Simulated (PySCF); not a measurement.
# Calculated NMR data

[PySCF 2.14: geometry from GFN2-xTB; NMR shieldings at PBE0/pcSseg-1/GIAO; no solvent; non-relativistic Hamiltonian; equivalent nuclei averaged; one conformer]

Shifts are taken against calculated references (same method and geometry level): $^{1}$H (31.72 ppm) and $^{13}$C (186.93 ppm) against TMS. Splittings of carbon signals by F and P are missing where no couplings were computed. Where no couplings were computed, multiplicities follow the n + 1 count of equivalent neighbours, and m marks all less simple cases (inequivalent or close neighbours, rings, F or P nearby). Shifts are as computed. Against solution values, carbons near 30 ppm lie about +3 ppm off and those near 130 ppm about +5 ppm. Of 1211 compounds with measured shifts, 218 miss one by over three times the rms of a fit or turn the order of signals round; such compounds aren't used in these exercises.

Compound 1 (C$_{7}$H$_{13}$P). $^{1}$H NMR (400 MHz, computed): δ 6.28 (m, 1H), 1.91 (d, 3H), 1.75 (m, 2H), 1.60 (m, 1H), 1.09 (d, 6H). $^{13}$C{$^{1}$H} NMR (computed): δ 267.8 (C), 111.9 (CH), 44.7 (CH2), 37.1 (CH), 25.8 (CH3), 19.8 (CH3). Structure: `CC=C=PCC(C)C`.

Compound 2 (C$_{7}$H$_{13}$P). $^{1}$H NMR (400 MHz, computed): δ 6.07 (m, 2H), 2.46 (m, 4H), 1.32 (m, 2H), 1.15 (m, 2H), 1.05 (t, 3H). $^{13}$C{$^{1}$H} NMR (computed): δ 137.1, 38.0, 35.6, 24.2, 19.1. Structure: `InChI=1S/C7H13P/c1-2-5-8-6-3-4-7-8/h3-4H,2,5-7H2,1H3`.
